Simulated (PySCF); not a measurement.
Precursor series Hf OH-H. Isolated molecules, 0 K electronic values unless said otherwise. One relaxed conformer stands for each flexible species; it need not be the lowest.

The HOMO–LUMO gap from two functionals at the same geometries (r2SCAN-D4/def2-SVP), both in PySCF: PBE-D3(BJ)/def2-TZVP and B3LYP-D3(BJ)/def2-TZVP. B3LYP has the VWN-RPA correlation part, as in Gaussian. 

| species | B3LYP-D3(BJ)/def2-TZVP (eV) |
|---|---|
| 0 of 4 OH replaced by H | 7.93 |
| 1 of 4 OH replaced by H ([Hf(OH)3(H)]) | 7.40 |
| 2 of 4 OH replaced by H ([Hf(OH)2(H)2]) | 6.20 |
| 4 of 4 OH replaced by H ([Hf(H)4]) | 5.93 |

### Question
What does PBE-D3(BJ)/def2-TZVP give for each?

### Answer

- 0 of 4 OH replaced by H: 6.13
- 1 of 4 OH replaced by H ([Hf(OH)3(H)]): 5.81
- 2 of 4 OH replaced by H ([Hf(OH)2(H)2]): 4.41
- 4 of 4 OH replaced by H ([Hf(H)4]): 4.05
Over these rows, drawn at random from the members with no instability flagged (it was tested for open shells, ions and some series alone), PBE minus B3LYP-D3(BJ): mean -1.76 eV, from -1.88 eV to -1.59 eV.
